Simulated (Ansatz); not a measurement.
Start from `CC[O][Zr]([Cl])([O]CC)[O]CC` and change one atom or group to get `CC[O][Zr]([F])([O]CC)[O]CC`.

Ansatz, PBE0-D4/def2-TZVP geometries, multiplicity 1. Each molecule was computed in one conformer, which needn't be the lowest.

Elements past krypton have def2 core potentials.

```tsv
property	`CC[O][Zr]([Cl])([O]CC)[O]CC`
HOMO–LUMO gap (B3LYP/def2-TZVPP) / eV	7.45
HOMO energy (PBE0/def2-TZVPP) / eV	-7.92
size of the dipole moment (B3LYP/def2-TZVPP) / D	3.87
HOMO energy (B3LYP/def2-TZVPP) / eV	-7.69
LUMO energy (PBE/def2-TZVPP) / eV	-0.79
LUMO energy (B3LYP/def2-TZVPP) / eV	-0.24
```

(1) Give the same properties after the change, and the shifts. (Estimate.)

## Answers

(1) Ansatz gave: 
```json
{"property": "HOMO–LUMO gap (B3LYP/def2-TZVPP) / eV", "`CC[O][Zr]([F])([O]CC)[O]CC`": "7.38", "shift": "-0.07"}
{"property": "HOMO energy (PBE0/def2-TZVPP) / eV", "`CC[O][Zr]([F])([O]CC)[O]CC`": "-7.76", "shift": "0.16"}
{"property": "size of the dipole moment (B3LYP/def2-TZVPP) / D", "`CC[O][Zr]([F])([O]CC)[O]CC`": "3.49", "shift": "-0.38"}
{"property": "HOMO energy (B3LYP/def2-TZVPP) / eV", "`CC[O][Zr]([F])([O]CC)[O]CC`": "-7.53", "shift": "0.16"}
{"property": "LUMO energy (PBE/def2-TZVPP) / eV", "`CC[O][Zr]([F])([O]CC)[O]CC`": "-0.58", "shift": "0.21"}
{"property": "LUMO energy (B3LYP/def2-TZVPP) / eV", "`CC[O][Zr]([F])([O]CC)[O]CC`": "-0.16", "shift": "0.08"}
```

With PBE0 the HOMO rises by 0.16 eV and the LUMO rises by 0.11 eV, so the gap narrows by about 0.05 eV. PBE moves the HOMO by 0.16 eV and ωB97M-V by 0.17 eV. Dipoles are sizes alone; their direction can turn.

B3LYP here is the variant with VWN-RPA as its local correlation; programs differ in this.
